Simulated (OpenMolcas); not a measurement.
Ir5+ among 6 point charges of -1.7 e arranged as a tetragonal octahedron (D4h). The axial distance is 1.04 times the equatorial one, R.

* Program: OpenMolcas 26.06
* Method: CASSCF
* Basis: ANO-RCC-VDZP [7s6p4d2f]
* Scalar Hamiltonian: DKH2, point nucleus
* Active space: 4 electrons in 5 orbitals (5d)
* State averaging: 2S+1 = 5 even, 5 roots; 2S+1 = 3 even, 45 roots; 2S+1 = 1 even, 50 roots
* Spin-orbit coupling: state interaction with AMFI integrals over the reference wave functions

All point charges move together. At R = 2.16 Å the first state of the same spin is 1762 cm-1, and at R = 2.47 Å it is 1154 cm-1.

Problem. A third run gives 1528 cm-1. What distance was it run at?

Solution. With a power law R^-n the two known points give n = -ln(1154 / 1762) / ln(2.47 / 2.16) = 3.16. Then R = 2.16 × (1762 / 1528)^(1/3.16) = 2.260 Å. The run was at 2.26 Å, so the estimate is off by 0 Å.

Without dynamic correlation the repulsion within the d shell is too large (B by tens of per cent), so at a given field states of lower spin stand too high. Point charges give a weaker field than real ligands, and real ions of this kind are as a rule low spin; the high spin found here belongs to the model. Spin-orbit coupling mixes the spin-free states strongly: the lowest level takes only 21 % from its leading state, 5B1 (figures for R = 2.16; the like holds for R = 2.26, R = 2.47). The ground term spreads over less than 5000 cm-1, several times less than with real ligands, so orbital moments are less quenched and χT lies further from the spin-only value than at real sites (holds for R = 2.26; R = 2.47). This is an electrostatic model: the charges have no orbitals. No measured value stands beside these numbers.
